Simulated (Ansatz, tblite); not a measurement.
Cost and result up the ladder for [NbO2Cl2]- (NbCl₂O₂⁻) (5 atoms). Total charge -1; singlet. Geometry: PBE0-D4/def2-SVPD.

```xyz
5

Nb   -0.103   -0.085   -0.029
O    -0.904   -0.242   -1.550
O    -0.846   -1.209    1.049
Cl   -0.377    2.154    0.809
Cl    2.230   -0.618   -0.279
```

Ansatz on 4 threads of Arm Neoverse V1 on a shared host; xTB runs through tblite on one thread. Times are rough, summed over both states, and most runs start from the orbitals of an earlier one. PBE0-D4/def2-TZVPD serves as the yardstick here, not as an exact answer. Differences are given only for rows in sets of like size (and for xTB, whose basis is part of the method), since another set adds its own error. The other state is a doublet.

In the def2 sets Nb takes a core potential; there is no spin–orbit coupling. The xTB rows come from tblite. Correlated methods freeze 12 core orbitals; core or outer-core shells of Nb are correlated, in sets that lack core-valence functions. The rows differ in basis, and correlated rows in double-zeta sets carry the largest basis error. HOMO above LUMO, or a gap near zero within one spin, warns that the state may not be the lowest or that an electron is smeared out.

Run but left out: HF/def2-SVPD, MP2/def2-SVPD (neutral doublet: ⟨S²⟩ 1.09, where a pure state has 0.75).

Correlated methods converge slowly with the basis, most of all in double-zeta sets.

Raw xTB energies of ions are shifted by several eV.

| level | functions | wall time |
| --- | --- | --- |
| GFN1-xTB | 35 | 0.013 s |
| GFN2-xTB | 35 | 0.013 s |
| PBE-D4/def2-TZVPD | 212 | 13 s |
| PBE0-D4/def2-TZVPD (with forces) | 212 | 13 s |
| r2SCAN-D4/def2-TZVPD | 212 | 17 s |
| CCSD(T)/def2-SVPD | 134 | 2.3 min |

Problem. Estimate what each level gives for the vertical IE (eV).

Solution. 
```tsv
level	vertical IE (eV)	difference from PBE0-D4/def2-TZVPD (eV)	remarks
GFN1-xTB	10.73	5.23	–
GFN2-xTB	10.40	4.89	–
PBE-D4/def2-TZVPD	5.29	-0.22	gap within one spin near zero (doublet)
PBE0-D4/def2-TZVPD (with forces)	5.51	0.00	–
r2SCAN-D4/def2-TZVPD	5.38	-0.13	–
CCSD(T)/def2-SVPD	5.73	–	spin-contaminated (⟨S²⟩ 1.09) (doublet), test for broken spin undecided (-1 singlet)
```
